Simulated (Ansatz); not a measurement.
Gas-phase electronic energies from Ansatz, PBE0-D4/def2-TZVP geometries. CCSD(T)/CBS adds triple-zeta CCSD(T) − MP2 to the extrapolated MP2 energy (def2 sets, frozen cores). DFT in def2-TZVPP. B3LYP here is the variant with VWN-RPA as its local correlation; programs differ in this. One conformer a species, not always the lowest.

Reaction (isomerisation): `[CH3][AlH][O][SiH2]C` → `C[C](O)([AlH2])[SiH3]`

`[CH3][AlH][O][SiH2]C`:

```xyz
14

C     0.757   -1.233    2.117
Al   -0.739   -0.030    1.809
O    -0.958    0.653    0.283
Si   -0.827    1.103   -1.273
C     0.537    0.175   -2.142
H     1.084   -1.728    1.199
H     0.517   -2.001    2.858
H     1.617   -0.677    2.507
H    -1.784    0.379    2.925
H    -2.121    0.846   -1.966
H    -0.548    2.566   -1.335
H     1.503    0.356   -1.664
H     0.349   -0.902   -2.133
H     0.612    0.494   -3.185
```

`C[C](O)([AlH2])[SiH3]`:

Z-matrix (Å, degrees):
```
C
C 1 1.527
H 1 1.099 2 111.7
H 1 1.095 2 111.3 3 119.4
H 1 1.094 2 111.5 3 -119.8
O 2 1.442 1 111.3 3 -63.9
Al 2 1.981 1 112.8 3 176.6
Si 2 1.893 1 111.2 3 56.1
H 6 0.964 2 108.7 1 60.8
H 7 1.590 2 116.8 1 -57.7
H 7 1.583 2 121.6 1 123.2
H 8 1.491 2 110.3 1 169.5
H 8 1.489 2 112.5 1 48.6
H 8 1.494 2 108.2 1 -72.2
```

```tsv
level	ΔE (kJ/mol)
B3LYP-D4	426.7
ωB97X-V	419.9
CCSD/def2-TZVPP	434.7
MP2/CBS(def2)	443.5
```

(1) What does CCSD(T)/CBS give? (An estimate is asked.)

Largest T1 diagnostic among the species: 0.012.

## Answers

(1) Computed: +430.9 kJ/mol. The listed levels differ from it by -4.2, -11.0, 3.8, 12.6 kJ/mol.

The D4 term adds −9.0 kJ/mol with B3LYP and −4.4 kJ/mol with PBE0; it sums over pairs of atoms, weighted by their polarisabilities, and B3LYP, whose exchange is more repulsive, gets the larger term. In def2-TZVPP, CCSD(T) changes the Hartree–Fock value by −32.4 kJ/mol (the triples alone add −6.6 kJ/mol) and MP2 by −19.8 kJ/mol.
